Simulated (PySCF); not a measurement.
Effect of structural changes

Theory: TDDFT CAM-B3LYP/def2-SVPD circular dichroism and optical rotation, one conformer, gas phase (PySCF). Geometry: GFN2-xTB.

Each molecule in one low-energy conformer. The parent is N#C[C@@H]([SiH3])[C@@H]([SiH3])Br.

The molecule is flexible and this is one conformer; a measurement averages over conformers. The calculation is non-relativistic, which matters for the atoms heavier than Zn.

Q: How does the specific rotation at 589.3 nm (origin-invariant length gauge) change along this series?
- N#C[C@@H]([SiH3])[C@@H]([SiH3])Br (base)
- N#C[C@@H]([SiH3])[C@H]([SiH3])Br (diastereomer)

A: 
| molecule | [α]589 (deg dm⁻¹ (g/mL)⁻¹) | S1 (eV) | R(S1), velocity form (10⁻⁴⁰ esu² cm²) |
| --- | --- | --- | --- |
| N#C[C@@H]([SiH3])[C@@H]([SiH3])Br | +6.3 | 5.64 | +1.4 |
| N#C[C@@H]([SiH3])[C@H]([SiH3])Br | +28.4 | 5.72 | +2.0 |

The specific rotation at 589.3 nm (origin-invariant length gauge) is lowest for N#C[C@@H]([SiH3])[C@@H]([SiH3])Br and highest for N#C[C@@H]([SiH3])[C@H]([SiH3])Br.
